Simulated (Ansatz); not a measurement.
Cu2I4, SMILES [Cu]1([I][Cu]([I]1)[I])[I], multiplicity 3. Atoms are numbered in the order given.

```xyz
6

Cu     1.5889    -0.2654    -0.0022
Cu    -1.5546     0.2983    -0.0130
I      0.3382     2.0297    -0.0272
I     -0.3040    -1.9968     0.0073
I      3.9767     0.2860     0.0012
I     -3.9422    -0.2543    -0.0087
```
Charge 0, spin multiplicity 3.

Coordinates come from a B3LYP-D3(BJ)/def2-SVP optimisation. The multiplicity is an assumed one; other spin states were not compared. The def2 effective core potentials stand for the cores of I; spin–orbit coupling is left out.

Two levels are set side by side: PBE-D3(BJ)/def2-SVP (Ansatz, an electronic-structure program) and B3LYP-D3(BJ)/def2-SVP (Ansatz). Each level has its own optimised geometry; the coordinates shown are those of the second. Differences are taken from unrounded values.

| quantity | B3LYP-D3(BJ) | PBE-D3(BJ) | PBE-D3(BJ) minus B3LYP-D3(BJ) |
|---|---|---|---|
| mean bond length (Å) | 2.543 | 2.533 | -0.010 |
| bond Cu1–I3 (Å) | 2.614 | 2.585 | -0.028 |
| bond Cu1–I4 (Å) | 2.565 | 2.552 | -0.014 |
| bond Cu1–I5 (Å) | 2.451 | 2.463 | 0.013 |
| bond Cu2–I3 (Å) | 2.565 | 2.552 | -0.014 |
| bond Cu2–I4 (Å) | 2.614 | 2.585 | -0.029 |
| bond Cu2–I6 (Å) | 2.451 | 2.463 | 0.013 |

On these quantities the two levels nearly agree.
